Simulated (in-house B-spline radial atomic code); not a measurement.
# Ti7+: [Ne] 3s2 3p3

Computed with an all-electron radial atomic-structure program (B-spline basis): non-relativistic Hartree-Fock, average of configuration, point nucleus.

Z_r = [3n² - l(l+1)]/(2<r>); Z_e = n√(-2ε); the last column is Slater's effective charge.

| shell | electrons | ε (eV) | <r> (bohr) | Z_r | Z_e | Slater |
| --- | --- | --- | --- | --- | --- | --- |
| 1s | 2 | -5129.9 | 0.0701 | 21.40 | 19.42 | 21.70 |
| 2s | 2 | -721.32 | 0.3235 | 18.55 | 14.56 | 17.85 |
| 2p | 6 | -622.61 | 0.2885 | 17.33 | 13.53 | 17.85 |
| 3s | 2 | -191.79 | 0.9247 | 14.60 | 11.26 | 11.80 |
| 3p | 3 | -165.77 | 0.946 | 13.21 | 10.47 | 11.80 |

The least bound orbital is 3p at -165.8 eV, and it is also the most diffuse (<r> = 0.946 bohr).

The density falls to 0.001 bohr⁻³ at 2.194 bohr; Σ<r²> = 5.9078 bohr² gives, by the non-relativistic formula and without the paramagnetism of open shells, a Langevin diamagnetic susceptibility of -4.679×10⁻⁶ cm³/mol.
